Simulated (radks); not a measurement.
Removal energies from the iodine ion I13+, [Kr] 4d(3/2: 4, 5/2: 0), by Delta-SCF beside the eigenvalue of the level emptied. All-electron calculation, Dirac Kohn-Sham, PBE, spin-unpolarised, spherical densities, finite nucleus; Fermi nuclear charge, rms radius of each element as measured or else 0.836 A^(1/3) + 0.57 fm. Program: a radial shooting solver on a logarithmic mesh with Libxc functionals. Sub-shells are occupied by j as written (lower j first in brackets).

removed from                                  final configuration  Delta-SCF (eV)  -eigenvalue (eV)
4d3/2                                     [Kr] 4d(3/2: 3, 5/2: 0)          307.41            293.40
4p3/2         [Ar] 3d10 4s2 4p(1/2: 2, 3/2: 3) 4d(3/2: 4, 5/2: 0)          386.43            371.76
4p1/2         [Ar] 3d10 4s2 4p(1/2: 1, 3/2: 4) 4d(3/2: 4, 5/2: 0)          399.54            384.51
4s1/2                        [Ar] 3d10 4s1 4p6 4d(3/2: 4, 5/2: 0)          447.17            431.81
